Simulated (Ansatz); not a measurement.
Reaction (formal loss of a carbene): `C[O][SbH][CH3]` → `[CH2]` (triplet) + `[CH3][SbH][OH]`

Calculated with Ansatz (gas phase, PBE0-D4/def2-TZVP geometries, no zero-point term in ΔE). CCSD(T)/CBS adds triple-zeta CCSD(T) − MP2 to the extrapolated MP2 energy (def2 sets, frozen cores). This one scheme is used for every species. DFT in def2-TZVPP. Triplets are unrestricted, without spin–orbit coupling. Elements past krypton have def2 core potentials. For Sb outer-core shells are correlated without core-valence functions, which leaves a few kJ/mol of doubt a bond. Each species was taken in one conformer, which may not be the lowest.

```csv
level,ΔE (kJ/mol)
PBE,379.7
CCSD/CBS(def2),365.3
```

**Question.** What does CCSD(T)/CBS give? (Best estimate.)

**Answer.** The calculation gave: +376.3 kJ/mol. The listed levels differ from it by 3.4, -11.0 kJ/mol.

Largest T1 diagnostic among the species: 0.013.

In def2-TZVPP, CCSD(T) changes the Hartree–Fock value by +129.5 kJ/mol (the triples alone add +11.1 kJ/mol) and MP2 by +138.3 kJ/mol. At CCSD(T), def2-SVP lies −4.0 kJ/mol from the extrapolated value and def2-TZVPP −8.8 kJ/mol. From PBE to PBE0 (25 % exact exchange), in def2-TZVPP and without D4, ΔE moves by −9.8 kJ/mol.

CCSD(T)/CBS has its own doubt, a few kJ/mol and more with outer-core shells, so smaller differences from it don't rank the levels.
